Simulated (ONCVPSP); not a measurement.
**chlorine (Cl), ONCV: configuration errors across variants**

- Element: chlorine
- Generator: ONCVPSP 4.0.1
- Type: optimised norm-conserving Vanderbilt (ONCV)
- Functional: revPBE
- Relativity: scalar-relativistic
- Frozen core: [Ne]
- Valence charge: 7
- Reference configuration: 3s2 3p5
- Partial waves: 3s: rc 1.05 bohr, ncon 4, nbas 8, qcut 7.9 1/bohr, 2 projectors, debl 1 Ha; 3p: rc 1.45 bohr, ncon 3, nbas 8, qcut 5.2 1/bohr, 2 projectors, debl 2.5 Ha; d scattering state at 0.03 Ha: rc 1.60 bohr, ncon 4, nbas 7, qcut 5 1/bohr, 2 projectors, debl 2.8 Ha
- Local potential: polynomial inside 0.70 bohr (lpopt 5, dvloc0 0 Ha)
- Core correction: polynomial model core, fcfact 0.75

All-electron excitation energies from the reference (eV): (1) 3s2 3p4 13.845; (2) 3s2 3p3 39.269; (3) 3s2 3p2 77.554; (4) 3s1 3p6 12.166.

4 further variants failed, have other tests or too few solved ones, and are left out.

A true bound ghost makes a file unfit for plane-wave use even where its test errors are small: the radial tests pick states by their node count and pass the ghost by.

Errors AE − PS in meV (a dash: test not solved or not reliable):

| change | (1) | (2) | (3) | (4) | bound ghosts | GHOST(+) flags above zero |
| --- | --- | --- | --- | --- | --- | --- |
| base | +1.3 | +9.4 | +35 | -0.3 | s | d |
| s: qcut 6; p: qcut 4; d: qcut 3.8 | +1.2 | +9.1 | +34 | -0.1 | s | s, d |
| s: qcut 6.8; p: qcut 4.5; d: qcut 4.3 | +1.4 | +9.1 | +33 | 0.0 | s | d |
| s: qcut 8; p: qcut 5.3; d: qcut 5.1 | +1.3 | +9.4 | +35 | -0.3 | s | d |

Question: Give the same row for: s: qcut 5.1; p: qcut 3.4; d: qcut 3.2.

Answer: +0.6, +9.1, +39, -0.5; bound ghosts: s; GHOST(+) flags above zero: d.
